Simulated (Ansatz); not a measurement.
Geometry optimisation, RHF/def2-SVP (Ansatz).

Input file:

```yaml
crystal:
  periodic: [false, false, false]
  atoms:
    - { symbol: Ge, position_ang: [-0.429918, 0.0, -0.445858] }
    - { symbol: F, position_ang: [0.124008, 0.0, 2.410575] }
    - { symbol: H, position_ang: [0.869065, 0.0, 0.314075] }
    - { symbol: H, position_ang: [-0.573381, 1.257397, -1.300832] }
    - { symbol: H, position_ang: [-0.573381, -1.257397, -1.300832] }
    - { symbol: Cl, position_ang: [-2.294627, 0.0, 0.746213] }
    - { symbol: H, position_ang: [-0.711165, 0.0, 2.767658] }
basis:
  gaussian: { orbitals: def2-SVP }
hamiltonian:
  xc: hf
relax:
  f_tol: 0.03
  max_steps: 50
```

Command:

```bash
$ ansatz run input.yaml --threads 1 --pin off --max-ram 2048MiB --backend cpu --events-out ev --progress --plain --runs-dir out
```

Problem. Where does it end, and by what steps?

Solution. It converged. The force dipped under the threshold on the way, but the program's further checks kept it going. After 8 steps the energy has fallen by 0.300 eV; F2 moved furthest, 0.74 Å.

```
step  energy less start (eV)  largest force component (eV/Å)  accepted
   0                  0.0000                           0.938       yes
   1                 -0.1508                           1.496       yes
   2                 -0.1922                           2.715       yes
   3                 -0.2272                           2.979       yes
   4                 -0.2561                           1.324       yes
   5                 -0.2956                           0.061       yes
   6                 -0.2986                           0.024       yes
   7                 -0.2995                           0.037       yes
   8                 -0.2996                           0.016       yes
```

```xyz
7
Properties=species:S:1:pos:R:3
Ge -0.463 0.000 -0.655
F 0.112 0.000 3.150
H 0.815 0.000 0.169
H -0.623 1.263 -1.491
H -0.623 -1.263 -1.491
Cl -2.122 0.000 0.784
H -0.687 0.000 2.725
```

Whether the end is a true minimum wasn't checked by a vibrational analysis.

Time of the run: 17 s on 1 thread of Arm Neoverse V1, on a shared host, peak memory 0.16 GiB.
